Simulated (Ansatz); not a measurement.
Isolated molecules relaxed with PBE0-D4/def2-TZVP in Ansatz; ΔE leaves out vibrations. CCSD(T)/CBS adds triple-zeta CCSD(T) − MP2 to the extrapolated MP2 energy (def2 sets, frozen cores). One conformer a species, not always the lowest.

Consider the redistribution: `N[Si@H](F)N[Si@H](N)F` + `N[SiH2]S[SiH](N)Cl` → `N[SiH2]S[SiH](N)F` + `N[Si@H](F)N[Si@@H](N)Cl`.

`N[Si@H](F)N[Si@H](N)F`:

Z-matrix (Å, degrees):
```
Si
F 1 1.597
N 1 1.703 2 114.2
N 1 1.713 2 103.6 3 -118.9
H 1 1.482 2 105.8 3 117.4
Si 3 1.722 1 130.6 2 -67.4
H 3 1.011 1 114.3 2 110.1
H 4 1.009 1 118.7 2 -179.7
H 4 1.009 1 118.7 2 -40.1
N 6 1.683 3 107.6 1 -10.0
F 6 1.604 3 106.0 1 -133.4
H 6 1.478 3 114.5 1 113.5
H 10 1.004 6 123.7 3 156.0
H 10 1.009 6 121.7 3 -22.7
```

`N[SiH2]S[SiH](N)Cl`:

Cartesian coordinates in Å:
```
N -0.999 0.044 -1.741
Si -1.717 -0.085 -0.200
S -0.853 1.097 1.404
Si 1.177 0.648 1.059
N 1.324 -0.982 0.563
Cl 2.033 1.730 -0.473
H -1.075 0.915 -2.245
H -0.077 -0.349 -1.854
H -1.693 -1.506 0.214
H -3.105 0.430 -0.265
H 1.914 1.064 2.273
H 0.880 -1.706 1.108
H 2.190 -1.300 0.157
```

`N[SiH2]S[SiH](N)F`:

Z-matrix (Å, degrees):
```
Si
S 1 2.171
N 1 1.706 2 117.0
H 1 1.481 2 108.0 3 122.6
H 1 1.482 2 103.0 3 -119.8
Si 2 2.105 1 98.1 3 -44.2
H 3 1.008 1 119.0 2 -67.8
H 3 1.009 1 117.1 2 69.4
N 6 1.708 2 109.5 1 -39.6
F 6 1.600 2 113.4 1 76.5
H 6 1.480 2 107.3 1 -168.2
H 9 1.008 6 119.6 2 -45.0
H 9 1.009 6 119.8 2 171.1
```

`N[Si@H](F)N[Si@@H](N)Cl`:

Cartesian coordinates in Å:
```
N -0.295 -2.720 0.370
Si -0.465 -1.193 -0.362
F -0.192 -1.456 -1.918
N 0.687 -0.141 0.344
Si 0.625 1.560 0.510
N -0.114 2.207 -0.872
Cl -0.539 2.213 2.085
H -0.620 -3.545 -0.107
H -0.366 -2.819 1.369
H -1.787 -0.535 -0.311
H 1.524 -0.588 0.692
H 1.998 2.005 0.847
H -0.629 3.070 -0.849
H 0.173 1.942 -1.799
```

| species | CCSD(T)/CBS(def2) energy (Eh) |
| --- | --- |
| `N[Si@H](F)N[Si@H](N)F` | -946.35608 |
| `N[SiH2]S[SiH](N)Cl` | -1549.51372 |
| `N[SiH2]S[SiH](N)F` | -1189.54396 |
| `N[Si@H](F)N[Si@@H](N)Cl` | -1306.32322 |

Work out ΔE.

ΔE = (-1189.54396) + (-1306.32322) − (-946.35608) − (-1549.51372) = 0.00262 Eh = +0.07 eV.

Largest T1 diagnostic among the species: 0.011.

The D4 term adds +0.05 eV with B3LYP and +0.03 eV with PBE0; it sums over pairs of atoms, weighted by their polarisabilities, and B3LYP, whose exchange is more repulsive, gets the larger term. In def2-TZVPP, CCSD(T) changes the Hartree–Fock value by +0.08 eV (the triples alone add +0.02 eV) and MP2 by +0.09 eV.

B3LYP here is the variant with VWN-RPA as its local correlation; programs differ in this.
